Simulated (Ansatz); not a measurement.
Mulliken charges of `C=[C](S)[AlH][OH]` from B3LYP/def2-TZVPP in Ansatz (PBE0-D4/def2-TZVP geometry).

| atom | x (Å) | y (Å) | z (Å) | charge (e) |
| --- | --- | --- | --- | --- |
| C1 | 0.309 | 1.001 | 1.365 | -0.240 |
| C2 | -0.294 | -0.025 | 0.755 | -0.086 |
| S3 | -1.443 | -1.028 | 1.634 | -0.119 |
| Al4 | 0.080 | -0.430 | -1.100 | 0.507 |
| O5 | 1.195 | 0.576 | -1.881 | -0.404 |
| H6 | 1.017 | 1.618 | 0.821 | 0.122 |
| H7 | 0.132 | 1.268 | 2.405 | 0.090 |
| H8 | -1.748 | -1.870 | 0.632 | 0.102 |
| H9 | -0.628 | -1.642 | -1.836 | -0.143 |
| H10 | 1.464 | 0.481 | -2.793 | 0.172 |

Q: By hand: the dipole of these point charges (1 e Å = 4.8032 D).

A: Σ q r = (-0.020, -0.128, -0.222) e Å, of length 0.257 e Å = 1.23 D.

Q: How does the dipole of the full density compare? (Estimate.)

A: Ansatz gave: (0.088, -0.068, -0.377) e Å, 1.89 D; the point charges give 0.65 times that, at 26° from its direction.

Point charges leave out the atoms' own dipoles, such as those of lone pairs, and Mulliken's split depends on the basis, so the two needn't agree.

B3LYP here is the variant with VWN-RPA as its local correlation; programs differ in this.
